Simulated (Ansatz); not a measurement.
Consider the substitution at a C–S bond: `[SiH3]S/C=C/S` + H–F → `F/C=C\S` + `[SiH3]S`.

Gas-phase electronic energies from Ansatz, PBE0-D4/def2-TZVP geometries. CCSD(T)/CBS is the MP2 limit (def2-TZVPP, def2-QZVPP) plus CCSD(T) − MP2 in def2-TZVPP, frozen cores. This one scheme is used for every species. Double bonds are as drawn, so ΔE can hold a change between cis and trans. Functionals use def2-TZVPP. B3LYP here is the variant with VWN-RPA as its local correlation; programs differ in this. One conformer a species, not always the lowest.

(1) Is it downhill or uphill in electronic energy at CCSD(T)/CBS, and by how much? (Estimate.)

(2) What do these levels give: PBE-D4, ωB97X-V, ωB97M-V, r2SCAN, PBE0, B3LYP, HF/def2-TZVPP, SCS-MP2/def2-TZVPP, CCSD/def2-TZVPP, MP2/def2-QZVPP, HF/CBS(def2), CCSD/CBS(def2)? (Best estimate.)

Largest T1 diagnostic among the species: 0.013.

Answers

(1) The calculation gave: Uphill: ΔE = +0.41 eV.

(2) Computed: PBE-D4 0.31, ωB97X-V 0.21, ωB97M-V 0.25, r2SCAN 0.23, PBE0 0.26, B3LYP 0.15, HF/def2-TZVPP 0.09, SCS-MP2/def2-TZVPP 0.40, CCSD/def2-TZVPP 0.30, MP2/def2-QZVPP 0.55, HF/CBS(def2) 0.09, CCSD/CBS(def2) 0.36 eV.

The D4 term adds +0.12 eV with B3LYP and +0.07 eV with PBE0; it sums over pairs of atoms, weighted by their polarisabilities, and B3LYP, whose exchange is more repulsive, gets the larger term. In def2-TZVPP, CCSD(T) changes the Hartree–Fock value by +0.26 eV (the triples alone add +0.05 eV) and MP2 by +0.42 eV.
